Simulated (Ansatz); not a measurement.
Reaction (formal hydrolysis of a W–C bond): `[CH3][W](=[NH])(=[NH])[NH2]` + H₂O → `[NH]=[W](=[NH])([NH2])[OH]` + CH₄

Program: Ansatz. Geometries: PBE0-D4/def2-TZVP. ΔE: electronic, gas phase. CCSD(T)/CBS is the MP2 limit (def2-TZVPP, def2-QZVPP) plus CCSD(T) − MP2 in def2-TZVPP, frozen cores. This one scheme is used for every species. Functionals use def2-TZVPP. HSE06 is defined as in plane-wave codes. def2 core potentials past Kr. For W outer-core shells are correlated without core-valence functions, which leaves a few kJ/mol of doubt a bond. One conformer a species, not always the lowest.

```csv
level,ΔE (kJ/mol)
HSE06-D4,-102.4
MP2/def2-TZVPP,-96.8
```

Q: What does CCSD(T)/CBS give? (An estimate is asked.)

A: The calculation gave: -96.1 kJ/mol. The listed levels differ from it by -6.3, -0.7 kJ/mol.

Largest T1 diagnostic among the species: 0.020, so the coupled-cluster value is less sure than usual.

From r2SCAN to r2SCAN0 (25 % exact exchange), in def2-TZVPP and without D4, ΔE moves by +5.3 kJ/mol. In def2-TZVPP, CCSD(T) changes the Hartree–Fock value by +16.5 kJ/mol (the triples alone add +0.3 kJ/mol) and MP2 by +17.6 kJ/mol. The D4 term adds +4.0 kJ/mol with B3LYP and +2.4 kJ/mol with PBE0; it sums over pairs of atoms, weighted by their polarisabilities, and B3LYP, whose exchange is more repulsive, gets the larger term.

CCSD(T)/CBS has its own doubt, a few kJ/mol and more with outer-core shells, so smaller differences from it don't rank the levels.

B3LYP here is the variant with VWN-RPA as its local correlation; programs differ in this.
